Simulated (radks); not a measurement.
Spherical quantum dot in the effective-mass picture: electrons in a parabolic well V = omega^2 r^2 / 2 with omega = 4.42, all in effective atomic units (hartree* = m*/eps^2 hartree, bohr* = eps/m* bohr), one dielectric constant everywhere. Method: non-relativistic Kohn-Sham, r2SCAN, spin-polarised, spherical densities, generalised Kohn-Sham scheme; computed with a radial shooting solver with Libxc functionals. Levels are named by radial order and angular momentum (1s, 1p, 1d, 2s, ...), and open shells are averaged over m. Results are scaled to m* = 0.076 and eps = 12.7, for which hartree* = 12.82 meV and bohr* = 8.843 nm.

N = 10, configuration 1s2 1p6 1d(up 2, down 0). This is the lowest configuration that the search found. Occupied and some empty levels:

level,occupation,eigenvalue (meV),<r> (nm)
1s up,1,228.73,5.522
1s down,1,229.85,5.463
1p up,3,271.98,7.097
1p down,3,274.10,7.064
1d up,2,318.55,8.301
1d down,0,321.22,8.284
2s up,0,323.73,7.540
2s down,0,325.47,7.557
1f up,0,367.57,9.320
1f down,0,370.68,9.302
2p up,0,374.09,8.669
2p down,0,376.28,8.637

Energy (meV): total 2054.09, kinetic 573.83, external 877.44, Hartree 725.38, exchange-correlation -122.56.
